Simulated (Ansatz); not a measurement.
Triphenylsulfonium, 34 atoms. Charge 1, multiplicity 1. All runs use 11 threads of an AMD EPYC 7R13 on a shared host and a whole NVIDIA H100 80 GB. Correlated methods freeze the cores.

How many basis functions does each run have, and how long does it take in Ansatz? RKS B97M-V/def2-TZVPP energy; direct RPA on PBE orbitals/def2-TZVPP energy; RKS PBE0-D4/def2-SVP energy; RHF-MP2/def2-QZVPP energy; RKS BLYP-D4/def2-TZVPP energy; RKS PBE0-D4/def2-QZVPP energy; RHF-MP2/def2-TZVPP energy; RKS PBE0-D4/def2-TZVP relaxation (24 steps); RKS revPBE-D4/def2-TZVPP energy; RHF-CCSD(T)/def2-SVP energy; RKS ωB97M-V/def2-SVP energy; RKS SPW92/def2-TZVPP energy. (An estimate is asked.)

Computed: Other jobs shared the machine, so times are rough.

```
                                level                    job  functions  wall time  peak host memory (GiB)
                 RKS PBE0-D4/def2-SVP                 energy        345      1.9 s                       1
               RKS BLYP-D4/def2-TZVPP                 energy        810      2.9 s                     1.4
             RKS revPBE-D4/def2-TZVPP                 energy        810        3 s                     1.4
                 RKS ωB97M-V/def2-SVP                 energy        345      3.1 s                     1.2
                 RKS SPW92/def2-TZVPP                 energy        810      3.2 s                     1.4
                RKS B97M-V/def2-TZVPP                 energy        810      4.3 s                     1.6
                   RHF-MP2/def2-TZVPP                 energy        810      4.5 s                     1.4
direct RPA on PBE orbitals/def2-TZVPP                 energy        810      6.5 s                     6.9
               RKS PBE0-D4/def2-QZVPP                 energy       1546        7 s                     2.5
                 RHF-CCSD(T)/def2-SVP                 energy        345       19 s                    0.95
                   RHF-MP2/def2-QZVPP                 energy       1546       30 s                      34
                RKS PBE0-D4/def2-TZVP  relaxation (24 steps)        685       59 s                     1.8
```
